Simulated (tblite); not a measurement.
Species: C₃H₇FO₃Si₂.
Geometry (GFN2-xTB, Å), atoms numbered from 1 in this order:
```
atom  x, y, z in Å
O1     2.8489    0.0333    0.9066
C2     1.9129   -0.2276    0.1913
O3     2.0892   -0.5245   -1.1103
C4     0.4904   -0.1683    0.6065
C5    -0.4601   -1.1255   -0.1281
Si6   -2.1704   -0.3033   -0.1880
F7    -2.8076   -0.3873   -1.6583
O8    -1.7278    1.2498    0.0452
Si9   -0.1642    1.6333    0.3299
H10    3.0340   -0.4981   -1.3243
H11    0.4618   -0.3587    1.6823
H12   -0.4435   -2.1072    0.3443
H13   -0.1022   -1.2646   -1.1506
H14   -3.2103   -0.6319    0.7587
H15   -0.1393    2.4257    1.5483
H16    0.3804    2.2637   -0.8648
```

All values are computed: GFN2-xTB (tblite) harmonic vibrations without scaling, gas phase. Against measured fundamentals such values can be off by several per cent, at times by over 20. Modes of hydrogen on silicon can be 10 to 20 % off. One conformer, not necessarily the lowest.

Harmonic wavenumbers (cm⁻¹): 40.0, 53.3, 88.8, 134.0, 185.1, 244.1, 256.4, 314.1, 353.0, 461.1, 512.2, 548.9, 571.8, 582.4, 590.2, 643.2, 644.7, 674.1, 719.1, 754.0, 767.4, 790.1, 808.9, 855.7, 922.0, 952.0, 1054.3, 1070.3, 1109.2, 1182.4, 1230.3, 1251.9, 1294.1, 1465.6, 1761.5, 2325.2, 2355.1, 2425.4, 2953.0, 2977.3, 2998.6, 3463.0.

A = 2271, B = 761.5, C = 654.5 MHz; mass 165.992 u (most abundant isotopes); point group C1, symmetry number 1.

Question: Zero-point energy?

Answer: ½Σν̃ = 22192 cm⁻¹ = 63.45 kcal/mol.

Question: What is S at 350 K and 1 bar for an ideal gas of classical rigid rotors and harmonic oscillators?

Answer: Translation 42.05, rotation 30.51, vibration 36.86: S = 109.4 cal/(mol K).

Question: And Cp and H(350 K) − H(0)?

Answer: Cp = 45.79 cal/(mol K), of which vibrations give 37.84 (their classical limit is 42 R = 83.5); H(350 K) − H(0) = 9.48 kcal/mol without the zero-point energy, 6.70 from vibrations.

Question: What must be added to the electronic energy to get the Gibbs energy at 350 K and 1 bar?

Answer: ZPE + [H(350 K) − H(0)] − T·S = 63.45 + 9.48 − 38.30 = 34.63 kcal/mol.

Question: Blend soft modes into free rotors: weight 1/[1 + (100 cm⁻¹/ν̃)⁴] for the oscillator and the rest for a rotor with moment μB/(μ + B), μ = h/(8π²ν), B = 10⁻⁴⁴ kg m². What vibrational entropy results?

Answer: 33.34 cal/(mol K) in place of 36.86, which changes −T·S at 350 K by +1.23 kcal/mol.

Question: Which modes carry the vibrational entropy at 350 K?

Answer: 40.0 cm⁻¹: 5.58; 53.3 cm⁻¹: 5.01; 88.8 cm⁻¹: 4.00; 134.0 cm⁻¹: 3.20; 185.1 cm⁻¹: 2.58; 244.1 cm⁻¹: 2.06 cal/(mol K); the other 36 give 14.44 together.

Question: How do the functions run with temperature in this model?

Answer: 
```csv
T (K),S (cal/(mol K)),Cp (cal/(mol K)),H − H(0) (kcal/mol),G − H(0) (kcal/mol),ln q(vib)
150,80.8,24.1,2.41,-9.71,3.45
250,95.8,35.6,5.39,-18.55,6.17
298.15,102.5,40.8,7.23,-23.32,7.49
400,115.8,50.0,11.88,-34.45,10.29
600,138.6,62.1,23.19,-59.96,15.62
900,165.9,72.4,43.50,-105.80,22.87
```

q(vib) and H(0) count from the zero-point level.

Hindered rotation and anharmonicity are outside this model. Other conformers, if any are populated, would add a mixing term that is left out. The structure is chiral; the term R ln 2 for an equal mix with its mirror image is left out.

Time: 0.71 s wall. Hardware: one thread of an Arm Neoverse V1, on a shared host. This covers the Hessian and the dipole derivatives.
